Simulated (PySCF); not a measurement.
C2H8N2Si2, SMILES CC1=N[Si@@H](N)[SiH2]1. Geometry optimised at TPSSh-D3(BJ)/def2-SVP. The structure was generated by enumeration; whether it is a known compound was not checked. One conformer was computed; it need not be the lowest.

Question: Give the equilibrium geometry at TPSSh-D3(BJ)/def2-SVP (PySCF confirms it by a frequency run) as Cartesian coordinates in Å. (An estimate is asked for; the answer gives what the named calculation found.)

Answer: This is not unique; one that fits is 
```xyz
14

C      2.6842    -0.6847     0.2643
C      1.2470    -0.2988     0.0626
N      0.3432    -1.1595    -0.2964
Si    -1.1430    -0.1516    -0.5463
N     -2.5918    -0.5510     0.2955
Si     0.3727     1.4162     0.3000
H      3.0093    -0.4374     1.2892
H      3.3291    -0.1065    -0.4195
H      2.8218    -1.7602     0.0786
H     -1.4987    -0.1511    -1.9893
H     -3.2747    -1.1821    -0.1166
H     -2.6179    -0.5916     1.3109
H      0.2537     1.7808     1.7461
H      0.9153     2.6188    -0.4056
```
